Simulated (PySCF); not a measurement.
MgGe from Hartree–Fock to correlated methods

State: ³Σ⁻ (triplet), unpaired electrons π ↑↑. Set-up: Mg pcseg-1, Ge pcseg-1; no relativity (PySCF 2.14). De refers to Mg + Ge in their high-spin ground configurations, without counterpoise correction. The functionals are run spin-unrestricted. A positive dipole means Mg(−)Ge(+). Levels whose curve was spin-contaminated or gave no clean fit are not listed.

| Level | Re (Å) | ωe (cm⁻¹) | De (eV) | μ (D) |
| --- | --- | --- | --- | --- |
| ROHF | 2.929 | 119 | 0.166 | -3.43 |
| ROHF-MP2 | 2.674 | 215 | 0.62 | n/a |
| ROHF-SCS-MP2 | 2.711 | 197 | 0.51 | n/a |
| ROHF-CCSD | 2.728 | 202 | 0.54 | n/a |
| ROHF-CCSD(T) | 2.705 | 214 | 0.62 | n/a |
| PBE | 2.622 | 240 | 1.04 | -3.78 |
| BLYP | 2.653 | 222 | 0.80 | -3.62 |
| M06-L | 2.609 | 232 | 0.97 | -3.84 |
| HSE06 | 2.625 | 236 | 0.96 | -4.02 |

**Question.** Which functional lies closest to ROHF-CCSD(T) in De, which farthest, and by how much do they differ from it?

**Answer.** Closest is BLYP (-5.2 pm in Re, +3.7 % in ωe, +0.18 eV in De against ROHF-CCSD(T) in the same basis), farthest PBE (-8.3 pm in Re, +12.1 % in ωe, +0.42 eV in De). CCSD(T) converges more slowly with the basis than the functionals do and binds too weakly in this one, so the order can change at the basis-set limit.

**Question.** What does the triples do here, going from ROHF-CCSD to ROHF-CCSD(T)?

**Answer.** ROHF-CCSD(T) less ROHF-CCSD: -2.3 pm in Re, +5.9 % in ωe, +0.08 eV in De. Correlation nearly always deepens the well. The bond shortens, as in weak, metallic or heavy-atom bonds, where dispersion and the correlation of outer-core electrons pull the atoms together.

**Question.** What does all correlation do here, going from ROHF to ROHF-CCSD(T)?

**Answer.** ROHF-CCSD(T) less ROHF: -22.4 pm in Re, +79.8 % in ωe, +0.45 eV in De. Correlation nearly always deepens the well. The bond shortens, as in weak, metallic or heavy-atom bonds, where dispersion and the correlation of outer-core electrons pull the atoms together.

Correlated steps freeze 10 core orbitals. Correlated levels converge slowly with the basis: in double zeta they bind strong bonds too weakly, by up to about 1 eV, and carry superposition errors of some tenths. Spin–orbit coupling is left out. UHF is strongly spin-contaminated for MgGe, so the ROHF reference used there is far from stable. The state is the lowest determinant that a PBE0 search found; another state may lie lower at other levels.
